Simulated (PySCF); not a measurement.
Species: FGeH₇Si₂.
Cartesian coordinates in Å at the PBE0-D3(BJ)/def2-SVP level; atoms count from 1:
```
atom  x, y, z in Å
F1     0.190   -1.693   -0.731
Si2    0.300   -0.059   -0.670
Si3   -1.783    0.820   -0.042
Ge4    2.025    0.492    0.878
H5     0.672    0.419   -2.038
H6    -2.845    0.460   -1.029
H7    -1.655    2.310    0.022
H8    -2.169    0.309    1.309
H9     3.367   -0.112    0.431
H10    2.171    2.023    0.965
H11    1.675   -0.049    2.275
```

The calculation used TDDFT CAM-B3LYP/def2-SVPD, vertical, gas phase, core orbitals frozen in the response (PySCF 2.14.0, density-fitted response routines). Relativistic effects, spin–orbit coupling among them, are left out although an element past zinc is present.

Frontier orbitals with the atoms that hold most of them (Löwdin shares over 4%, at most four atoms; ? is withheld):

| orbital | ε (eV) | atoms |
| --- | --- | --- |
| LUMO+2 | 1.01 | Ge4 24%, Si3 22%, Si2 17%, H11 9% |
| LUMO+1 | 0.57 | Ge4 33%, Si3 17%, Si2 15%, H9 10% |
| LUMO | 0.14 | ? |
| HOMO | -9.18 | ? |
| HOMO-1 | -10.19 | Si2 30%, H5 20%, Si3 14%, Ge4 13% |
| HOMO-2 | -11.19 | Ge4 41%, H10 30%, H11 10%, H9 8% |
| HOMO-3 | -11.23 | Ge4 36%, H9 20%, H11 20%, Si3 8% |

**Question.** Give the leading atoms of the HOMO.

**Answer.** Si2 (bonded to F, Ge, Si and H) 29%; Ge4 (bonded to Si and 3 H) 24%; Si3 (bonded to Si and 3 H) 19%; F1 (bonded to Si) 8%. By element: silicon 48%, germanium 24%, fluorine 8%.

**Question.** Give the leading atoms of the LUMO.

**Answer.** Si2 (bonded to F, Ge, Si and H) 32%; Si3 (bonded to Si and 3 H) 18%; Ge4 (bonded to Si and 3 H) 17%; F1 (bonded to Si) 8%. By element: silicon 51%, germanium 17%, fluorine 8%.

**Question.** How does S1 compare with the orbital gap of 9.32 eV?

**Answer.** S1 is at 5.89 eV (f = 0.023), 3.43 eV below the gap, made of HOMO→LUMO (93%). 

**Question.** One configuration dominates each of S1, S2, S3 and S7. Which, and how do the shares of the two leading atoms of either orbital change from the occupied to the empty one?

**Answer.** 
- S1 (5.89 eV, f 0.023), HOMO→LUMO (93%): Si2 29% → 32%, Ge4 24% → 17%, Si3 19% → 18%
- S2 (6.78 eV, f 0.220), HOMO→LUMO+1 (72%): Si2 29% → 15%, Ge4 24% → 33%, Si3 19% → 17%
- S3 (6.82 eV, f 0.011), HOMO-1→LUMO (93%): Si2 30% → 32%, H5 20% → at most 9%, Si3 14% → 18%
- S7 (7.84 eV, f 0.020), HOMO-1→LUMO+1 (73%): Si2 30% → 15%, H5 20% → at most 10%, Ge4 13% → 33%, Si3 14% → 17%
